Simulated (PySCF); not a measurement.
Broadened absorption spectrum of C6H10S

C6H10S.
SMILES with atom numbers: `[SH:1][C@H:2]1[C@@H:3]2[CH2:4][CH2:5][C@H:6]1[CH2:7]2` (hydrogens: H8 on S1; H9 on C2; H10 on C3; H11, H12 on C4; H13, H14 on C5; H15 on C6; H16, H17 on C7)

Theory: TDDFT PBE0/def2-SVPD, vertical, gas phase, core orbitals frozen in the response (PySCF 2.14.0, density-fitted response routines). Geometry: GFN2-xTB, one conformer, isolated molecule.

Each state is given a Gaussian of 0.3 eV full width at half maximum, with ε(max) = 2.175×10⁸ f / Δν̃ (Δν̃ the width in cm⁻¹). The width is an assumption, not a result. The curve ends short of the highest state used, and states not computed would add to its high-energy end.

(λ (nm), ε (L mol⁻¹ cm⁻¹)): (178.7, 2422), (181.5, 1601), (184.4, 572), (187.2, 128), (190.1, 50), (192.9, 234), (195.8, 906), (198.6, 1954), (201.4, 2576), (204.3, 2129), (207.1, 1161), (210.0, 420), (212.8, 139), (215.7, 128), (218.5, 253), (221.3, 405), (224.2, 477), (227.0, 415), (229.9, 269), (232.7, 137), (235.6, 53), (238.4, 17), (241.2, 4), (244.1, 1)

Problem. Where are the band maxima, and which computed states make them?

Solution. 224 nm (5.53 eV), ε about 480, made up of S1 (100%); 202 nm (6.15 eV), ε about 2600, made up of S2 (100%) (ε in L mol⁻¹ cm⁻¹; maxima over ε = 5, shares over 10%). At its high-energy end, 6.94 eV, the curve is still rising (ε about 2400, from S3, S4 and S5). The states used: S1 5.53 eV (f 0.0053); S2 6.15 eV (f 0.029); S3 6.88 eV (f 0.0062); S4 6.97 eV (f 0.019); S5 7.02 eV (f 0.0038); S6 7.54 eV (f 0.0095).

Problem. What would ε be at 6.15 eV, the highest of these maxima, with half the width (0.15 eV)?

Solution. About 5160 L mol⁻¹ cm⁻¹ against 2580, a factor of about 2.00; a lone state at its own centre would give exactly 2.

Problem. On this curve, what absorbance would a 10⁻³ mol/L sample give at 222 nm over a 1 cm path?

Solution. 222 nm is 5.585 eV, where ε is about 430 L mol⁻¹ cm⁻¹, so A = ε c l ≈ 0.43 (Beer–Lambert, with the gas-phase spectrum and the assumed width).

Problem. Coming from long wavelengths, where does ε first pass 100 L mol⁻¹ cm⁻¹?

Solution. At about 234 nm (5.31 eV), 0.22 eV below S1.
